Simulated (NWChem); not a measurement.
System: C3, singlet; SMILES [C]=C=[C]

```xyz
3

C      1.2967     0.0000    -0.0042
C      0.0000     0.0000     0.0084
C     -1.2967     0.0000    -0.0042
```
Atoms are numbered in this order, from 1.

Results from NWChem. Low-valent species are run as closed-shell singlets; no triplet was tried in these runs. The geometry was optimised at B3LYP/6-31G* (spherical d).

For level PBE0/cc-pVDZ:

```
Property                     Value
---------------------------  -----
highest occupied level (eV)  -9.39
```

Task: What are these values for level PBE0/aug-cc-pVTZ?

Result: 
- highest occupied level (eV): -9.58
